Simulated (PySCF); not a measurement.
## Predicted spectroscopic data

Theory: B3LYP/pcJ-1 coupling constants (spin–dipole term left out of most H,H and C,H couplings), shielding tensors at PBE0/pcSseg-1 (GIAO), structure optimised with GFN2-xTB, in PySCF (one conformer, gas phase, non-relativistic, rapidly exchanging positions averaged).

Chemical shifts δ = σref − σ; TMS for ¹H (31.72 ppm) and ¹³C (186.93 ppm), all at this level. Multiplet labels drop J under 1 Hz and among equivalent protons, and merge close values. Unscaled 3J(H,H) run several per cent high. Where no couplings were computed, multiplicities follow the n + 1 count of equivalent neighbours, and m marks all less simple cases (inequivalent or close neighbours, rings, F or P nearby). One-bond C–F couplings are unscaled and too large by tens of Hz. Shifts are as computed. Against solution values, carbons near 30 ppm lie about +3 ppm off and those near 130 ppm about +5 ppm. Of 1211 compounds with measured shifts, 218 miss one by over three times the rms of a fit or turn the order of signals round; such compounds aren't used in these exercises.

**1.** `C=C(C(=O)F)C(F)(F)F`, C4H2F4O. ¹H NMR (600 MHz, computed): δ 7.27 (qdd, J = 2.1, 1.6, 1.5 Hz, 1H), 7.24 (d, J = 1.6 Hz, 1H). ¹³C{¹H} NMR (computed): δ 158.6 (d, J = 407.4 Hz), 147.2 (quint, J = 3.3 Hz), 136.7 (dq, J = 63.7, 33.0 Hz), 129.8 (qd, J = 342.5, 8.6 Hz).

**2.** `C=Cc1cnnnc1C`, C6H7N3. ¹H NMR (600 MHz, computed): δ 9.10 (s, 1H), 7.08 (m, 1H), 6.42 (m, 1H), 6.06 (m, 1H), 2.89 (s, 3H). ¹³C{¹H} NMR (computed): δ 157.9 (C), 147.2 (CH), 138.6 (CH), 131.0 (CH2), 130.8 (C), 23.0 (CH3).
